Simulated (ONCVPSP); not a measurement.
## Plane-wave convergence, ONCV potential for Er (Z = 68)

| Quantity | Value |
| --- | --- |
| Element | erbium |
| Generator | ONCVPSP 4.0.1 |
| Type | optimised norm-conserving Vanderbilt (ONCV) |
| Functional | PBE |
| Relativity | scalar-relativistic |
| Frozen core | [Kr] 4d10 |
| Valence charge | 22 |
| Reference configuration | 4f12 5s2 5p6 6s2 |
| Partial waves | 5s+6s: rc 2.20 bohr, ncon 4, nbas 8, qcut 6.5 1/bohr, 2 projectors; 5p: rc 2.30 bohr, ncon 4, nbas 9, qcut 5.8 1/bohr, 1 projector; d scattering state at 0.05 Ha: rc 1.95 bohr, ncon 4, nbas 9, qcut 5.8 1/bohr, 2 projectors, debl 0.8 Ha; 4f: rc 0.70 bohr, ncon 4, nbas 8, qcut 27.5 1/bohr, 1 projector |
| Local potential | polynomial inside 0.50 bohr (lpopt 2, dvloc0 -1 Ha) |
| Core correction | none |

**Question.** For each optimised wave give the share of its norm inside rc, the residual kinetic energy above qcut (Ha) and the cutoffs (Ha) for errors of 10, 1, 0.1 and 0.01 mHa per electron.

**Answer.**

| wave | norm inside rc | residual KE | 10 mHa | 1 mHa | 0.1 mHa | 0.01 mHa |
| --- | --- | --- | --- | --- | --- | --- |
| 5s | 0.972 | 5.6e-08 | 8.5 | 12.3 | 15.2 | 17.3 |
| 6s | 0.069 | 1.3e-07 | 3.1 | 10.8 | 14.5 | 17.2 |
| 5p | 0.920 | 1.1e-07 | 6.4 | 8.4 | 10.2 | 11.4 |
| d projector 1 | 0.399 | 5.3e-07 | 7.2 | 10.0 | 12.4 | 14.2 |
| d projector 2 | 0.220 | 8.3e-07 | 7.7 | 10.4 | 12.8 | 14.6 |
| 4f | 0.507 | 1.1e-04 | 241.2 | 284.8 | 467.3 | not reached |

The occupied waves need 285 Ha and 467 Ha for 1 and 0.1 mHa. Note: ghosts flagged at negative energy: s at -608.6 eV, p at -327.7 eV; GHOST(+) flagged for d at 29.7 eV, s at 129.2 eV. A true bound ghost makes a file unfit for plane-wave use. Tests left out (the all-electron energies of this program are off by 10 to 40 meV for near-neutral 4f atoms).
